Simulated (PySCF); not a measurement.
# Polarisability and C₆ of Pb (lead, neutral)

[Xe] 4f14 5d10 6s2 6p2, high-spin 3P determinant. Calculation: PySCF 2.14, in aug-cc-pVTZ-DK3; scalar relativity by spin-free X2C-1e. Coupled (time-dependent) response in atomic units; α is the mean over directions.

```
method  mean α (bohr³)         α xx, yy, zz  C₆ (like pair)  S(−4)
   UHF           62.44  46.85, 70.23, 70.23           727.6   1487
```

S(−4) is the Cauchy moment in α(ω) = α(0) + S(−4) ω² + …

Reference α: 47 ± 3 bohr³ (recommended; Schwerdtfeger and Nagle, table of static dipole polarizabilities (2023 update)). Published C₆: 534.0 (Gould and Bucko (2016)).

Spin-orbit coupling is absent.

Hartree-Fock lies above the reference because it lacks correlation, which contracts the outer shell.

α(iu) at UHF:

```csv
u (hartree),α(iu) (bohr³)
0,62.44
0.0500,59.01
0.100,51.25
0.200,35.71
0.300,25.33
0.500,14.57
0.750,8.828
1.00,6.081
1.50,3.521
2.00,2.332
3.00,1.239
5.00,0.5127
```

The components differ because the open shell of this determinant is not spherical; for a pure term their mean is the scalar polarisability.

Spin-orbit coupling is strong in this species (close to jj coupling), so the high-spin LS determinant is a model state, not a physical level.
